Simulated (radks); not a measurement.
The tellurium anion Te2-, [Xe], held by a Watson sphere: a shell of charge +2.51 at radius R that stands for the Madelung well of a crystal (potential energy -2.51/R inside, -2.51/r outside, in hartree with lengths in bohr). All-electron calculation, scalar-relativistic Kohn-Sham, PBEsol, spin-polarised, spherical densities, point nucleus. Program: a radial shooting solver on a logarithmic mesh with Libxc functionals. Response by self-consistent Sternheimer equations with the Hartree and adiabatic LDA kernel, the relativistic mass of each level held fixed and spin-orbit coupling left out. The sphere does not respond.

| R (bohr) | e(4d) (eV) | e(5s) (eV) | e(5p) (eV) | <r> 5p (bohr) | sum of <r^2> (bohr^2) | X-ray form factor at sin(theta)/lambda = 0.3 1/angstrom | alpha (bohr^3) |
|---|---|---|---|---|---|---|---|
| 2.53 | -44.817 | -20.424 | -11.376 | 2.555 | 73.81 | 35.881 | 34.70 |
| 2.55 | -44.754 | -20.355 | -11.334 | 2.560 | 74.04 | 35.883 | 35.05 |
| 2.9 | -43.842 | -19.224 | -10.563 | 2.660 | 78.08 | 35.928 | 41.80 |
| 3.73 | -42.317 | -17.031 | -8.754 | 2.870 | 87.14 | 36.016 | 63.43 |
| 4.21 | -41.590 | -16.031 | -7.815 | 2.971 | 91.91 | 36.041 | 79.75 |
